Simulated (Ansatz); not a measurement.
CH₃AlFNS, SMILES `F[C]1(S)[NH][AlH]1`. The species carries charge 0 and has multiplicity 1.

```xyz
8

F    -0.7272    0.7984    1.4019
C     0.0089    0.2134    0.3762
S     1.6816    0.8894    0.4237
N    -0.6041    0.3463   -0.9143
Al   -0.5988   -1.3596   -0.5542
H     1.9104    0.6421    1.7233
H    -0.6702    1.2482   -1.3661
H    -1.0006   -2.7783   -1.0904
```

(1) What are the harmonic wavenumbers in cm⁻¹ at PBE0-D4/def2-TZVP (Ansatz, finite differences of forces, unscaled)? (An estimate is asked.)

(2) Is this a minimum?

(3) Give the ideal-gas thermochemistry at 298.15 K and 1 bar (rigid rotor, harmonic oscillator; point group C1, symmetry number 1).

(4) And at 400, 500, 600, 800 and 1000 K?

(5) Rotational constants (cm⁻¹)?

## Answers

(1) Computed: 142, 219, 297, 343, 392, 429, 488, 533, 593, 763, 824, 897, 971, 1129, 1206, 1989, 2711, 3567.

(2) Yes, all 18 modes are real.

(3) Zero-point energy 104.6 kJ/mol; H(298) − E = 123.7 kJ/mol; entropy 329.1 J/(mol·K), of which translation 167.1, rotation 112.9, vibration 49.1; G(298) − E = 25.5 kJ/mol.

(4) 
| T (K) | H − E (kJ/mol) | S (J/mol/K) | G − E (kJ/mol) |
| --- | --- | --- | --- |
| 400 | 134.8 | 361.2 | -9.6 |
| 500 | 147.1 | 388.6 | -47.2 |
| 600 | 160.5 | 412.9 | -87.3 |
| 800 | 189.2 | 454.1 | -174.1 |
| 1000 | 219.8 | 488.3 | -268.5 |

(5) 0.1749, 0.07875, 0.06528.
